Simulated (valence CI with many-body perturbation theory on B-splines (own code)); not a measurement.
# Valence orbitals of Br¹²⁺

Level of theory: valence CI with perturbative core correlation (CI+MBPT): five valence electrons over a frozen Dirac-Fock core [Ar], radial functions for each j: 7 s, 7 p, 8 d, 6 f, 4 g, 1 h, with the one-electron correlation potential Σ1, the two-electron term Σ2, the three-electron term Σ3, Breit, model QED; selected CI, second order for the rest, scaled by the run's own slope (own B-spline code, finite nucleus).

No measured levels were compared; by estimate terms of the open shell hold to 2 to 4 % of their energy, and close levels can change places. Among the levels kept, up to 290 cm⁻¹ of a level comes from second order outside the variational space, and about a tenth of that is noise between levels of different J, which matters for small intervals. The list stops below the first excitations out of the core. Only levels of the ground parity were solved; by the run's estimate the other parity begins above the list, which can be wrong where configurations are misplaced.

These are the spectroscopic orbitals of the CI (the correlating ones are not listed), shaped by the core and the other valence electrons. h is the expectation value of the core's Dirac-Fock operator, without the valence repulsion; Σ1 is computed up to l = 3 at one energy for each symmetry, that of its lowest orbital but kept below the first core excitation, so for empty shells it is not the orbital's own correlation shift; Breit and QED include the response of the core.

| Orbital | h (hartree) | Σ1 (cm⁻¹) | Breit (cm⁻¹) | QED (cm⁻¹) | ⟨r⟩ (bohr) |
| --- | --- | --- | --- | --- | --- |
| 4s1/2 | -12.589 | -5982 | 429 | 309 | 1.150 |
| 5s1/2 | -7.3677 | -2054 | 196 | 141 | 1.985 |
| 6s1/2 | -4.8443 | -979 | 104 | 75.3 | 3.056 |
| 4p1/2 | -11.696 | -6105 | 631 | -29.7 | 1.192 |
| 5p1/2 | -6.9483 | -2218 | 301 | -13.9 | 2.064 |
| 6p1/2 | -4.6151 | -1087 | 164 | -7.5 | 3.172 |
| 4p3/2 | -11.592 | -5955 | 392 | -2.9 | 1.204 |
| 5p3/2 | -6.9008 | -2186 | 187 | -1.2 | 2.079 |
| 6p3/2 | -4.5894 | -1076 | 105 | -0.6 | 3.191 |
| 3d3/2 | -20.999 | -20191 | 783 | -160 | 0.4970 |
| 4d3/2 | -10.209 | -5578 | 218 | -30.5 | 1.267 |
| 5d3/2 | -6.2644 | -2326 | 107 | -14.0 | 2.218 |
| 3d5/2 | -20.935 | -19924 | 120 | -123 | 0.4993 |
| 4d5/2 | -10.19 | -5543 | 69.3 | -21.9 | 1.270 |
| 5d5/2 | -6.2555 | -2312 | 35.4 | -10.1 | 2.222 |
| 4f5/2 | -8.9315 | -6631 | -13.7 | -8.2 | 1.286 |
| 5f5/2 | -5.7026 | -3352 | -8.2 | -5.0 | 2.294 |
| 4f7/2 | -8.9289 | -6487 | -39.1 | -6.5 | 1.287 |
| 5f7/2 | -5.7008 | -3266 | -23.5 | -4.1 | 2.295 |
| 5g7/2 | -5.4762 |  | -0.5 | -0.4 | 2.106 |
| 5g9/2 | -5.4756 |  | -1.4 | 0.0 | 2.106 |

Among the shells of the start configuration 3d5, Σ1 is largest in size for 3d3/2, where it is 0.44 % of h.

Lowest root of each symmetry, sizes in configuration state functions:

```
   J  Parity  Roots  Reference  Variational  Second order  Change by selected CI (cm⁻¹)  Change by second order (cm⁻¹)
 1/2    even      5         74        28113        330312                        -16609                            -18
 3/2    even      8        127        29721       1594206                        -16404                            -93
 5/2    even     11        152        28840       1834965                        -11388                           -106
 7/2    even      8        137        28838       1656119                        -14492                           -215
 9/2    even      6        107        28419       1221326                        -14437                           -200
11/2    even      4         67        28337       1837746                        -14498                           -152
13/2    even      2         35        32310        656637                        -15583                            -42
```
